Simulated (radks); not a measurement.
Ionisation of neutral neon, [Ne], to [He] 2s2 2p5 as the strength of local exchange is varied. Calculated with a radial shooting solver on a logarithmic mesh with Libxc functionals: non-relativistic Kohn-Sham, Slater X-alpha exchange (alpha = 2/3 is LDA exchange), no correlation, spin-polarised, spherical densities, point nucleus.

alpha	E(Ne) (hartree)	exchange (hartree)	IE (eV)	-e of the level emptied (eV)	<r> of it (bohr)
0.583	-126.12495	-9.46949	18.883	10.602 (2p)	1.012
0.649	-127.20121	-10.62496	20.159	11.743 (2p)	0.9945
0.667	-127.49621	-10.94299	20.514	12.062 (2p)	0.9897
0.703	-128.08809	-11.58277	21.233	12.711 (2p)	0.9805
0.911	-131.55701	-15.37604	25.612	16.724 (2p)	0.9315

NIST Atomic Spectra Database: 21.565 eV (measured). The Delta-SCF value meets it near alpha = 0.72. Open shells are spherical and high-spin; term and fine-structure splittings are not resolved.
